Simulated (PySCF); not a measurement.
The same groups moved round the core (trisilane methyl). Gas-phase values, no solvent. One relaxed conformer stands for each flexible species; it need not be the lowest. Strings in code marks are SMILES.

Quantity: vertical ionisation energy (energy after one electron is removed minus that of the parent at the parent's geometry), in eV.

Case: `C[SiH]([SiH3])[SiH3]`. Geometry of `C[SiH]([SiH3])[SiH3]` (neutral, multiplicity 1, Å):

```xyz
14

C     -0.7479     1.7718    -0.3019
Si     0.0869     0.3024     0.5221
Si    -1.3673    -1.5242     0.6372
Si     2.0259    -0.3082    -0.6321
H     -1.6430     2.0684     0.2452
H     -0.0765     2.6298    -0.3408
H     -1.0430     1.5291    -1.3233
H      0.4757     0.6654     1.9093
H     -2.6007    -1.1751     1.3808
H     -1.7587    -1.9527    -0.7265
H     -0.7187    -2.6696     1.3156
H      2.6991    -1.4447     0.0371
H      2.9787     0.8245    -0.7063
H      1.6894    -0.7170    -2.0163
```

Question: What vertical ionisation energy (energy after one electron is removed minus that of the parent at the parent's geometry) does TPSSh-D3(BJ)/def2-TZVP // CAM-B3LYP-D3(BJ)/def2-TZVP (PySCF) give?

Answer: 9.43 eV.
